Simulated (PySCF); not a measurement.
Species: `C=C(CC(=O)F)C(=O)F`. The columns A, B, C and D hold Mulliken, IAO, Hirshfeld and ESP-fitted charges (e) of one PBE0/pcSseg-1 density (PySCF), in a shuffled order. Coordinates in Å (GFN2-xTB); the density's dipole moment is (-0.09, 2.86, -0.81) D.

| atom | x | y | z | A | B | C | D |
| --- | --- | --- | --- | --- | --- | --- | --- |
| C1 | -0.775 | 1.196 | 0.789 | -0.419 | +0.077 | -0.045 | -0.228 |
| C2 | -0.582 | 0.160 | -0.025 | +0.024 | -0.551 | -0.011 | -0.065 |
| C3 | 0.726 | -0.133 | -0.708 | -0.318 | -0.184 | -0.074 | -0.339 |
| C4 | 1.857 | -0.255 | 0.265 | +0.770 | +0.536 | +0.248 | +0.621 |
| O5 | 1.887 | -0.090 | 1.430 | -0.461 | -0.325 | -0.213 | -0.375 |
| F6 | 2.995 | -0.605 | -0.396 | -0.278 | -0.273 | -0.093 | -0.289 |
| C7 | -1.645 | -0.821 | -0.299 | +0.632 | +0.683 | +0.231 | +0.602 |
| O8 | -1.585 | -1.796 | -0.970 | -0.429 | -0.346 | -0.216 | -0.389 |
| F9 | -2.814 | -0.506 | 0.316 | -0.239 | -0.272 | -0.082 | -0.285 |
| H10 | 0.010 | 1.902 | 0.994 | +0.225 | +0.134 | +0.065 | +0.173 |
| H11 | -1.720 | 1.360 | 1.279 | +0.216 | +0.141 | +0.062 | +0.183 |
| H12 | 0.654 | -1.068 | -1.274 | +0.136 | +0.189 | +0.060 | +0.201 |
| H13 | 0.989 | 0.657 | -1.419 | +0.140 | +0.191 | +0.069 | +0.191 |

Which column most likely holds the ESP-fitted charges?

A. Σ q r misses the density's dipole by 0.03 D (A), 0.33 D (B), 0.33 D (D), 1.02 D (C). Charges fitted to the outside potential are the only set here that is tied to the molecule's multipoles.

And the Hirshfeld charges?

C. The mean sizes are 0.113 e (C), 0.300 e (B), 0.303 e (D), 0.330 e (A), and Hirshfeld charges are commonly the smallest of these schemes.

As computed, A = ESP-fitted, B = Mulliken, C = Hirshfeld, D = IAO. Hydrogens on carbon: ESP-fitted +0.14 to +0.23, Mulliken +0.13 to +0.19, Hirshfeld +0.06 to +0.07, IAO +0.17 to +0.20 e.

The ESP scheme fits charges at the nuclei, held to the total charge, to the electrostatic potential on points at 1.4 to 2.0 times the van der Waals radii. The Mulliken scheme counts on each atom the diagonal of the density matrix times the overlap matrix over that atom's basis functions.

Isolated species at its GFN2-xTB geometry (one conformer only).

The run behind these numbers computed NMR shieldings as well. Rough CPU time on one thread of a shared machine: about 80 s (with the writing of density and orbital grids).

Conformer computed: `[CH2:1]=[C:2]([CH2:3][C:4](=[O:5])[F:6])[C:7](=[O:8])[F:9]`: C1–C2–C3–C4 56°, C2–C3–C4–O5 -5°, C1–C2–C7–O8 -178°.
